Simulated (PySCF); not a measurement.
sulfur trioxide anion (O₃S), SMILES O=S(=O)=O (connectivity only; charge and spin as stated), charge -1, multiplicity 2. Atoms are numbered in the order given.

```xyz
4

O      1.2700    -0.7333    -0.1561
S      0.0000     0.0000     0.2342
O     -1.2700    -0.7333    -0.1561
O      0.0000     1.4665    -0.1561
```
Charge -1, spin multiplicity 2.

The structure is a stationary point at B3LYP-D3(BJ)/def2-SVPD. The spin state was assumed, not searched.

The numbers are results of PBE/pcH-1 (PySCF), not measurements.

Unrestricted Kohn–Sham, ⟨S²⟩ = 0.751. Hyperfine tensors hold the contact and dipolar terms, without spin-orbit corrections.

Computed hyperfine couplings:
| nucleus | A(iso) (MHz) | A(iso) (G) | dipolar principal values (MHz) |
|---|---|---|---|
| 17O no. 1 | -21.2 | -7.6 | -74.2, 36.7, 37.6 |
| 33S no. 2 | 244.2 | 87.1 | -27.9, -27.9, 55.7 |
| 17O no. 3 | -21.2 | -7.6 | -74.2, 36.7, 37.6 |
| 17O no. 4 | -21.2 | -7.6 | -74.2, 36.7, 37.6 |

Problem. And the g tensor (effective nuclear charges for spin-orbit coupling, GIAO)? (An estimate is asked for; the answer gives what the named calculation found.)

Solution. principal values 2.0025, 2.0061, 2.0061; isotropic 2.0049.
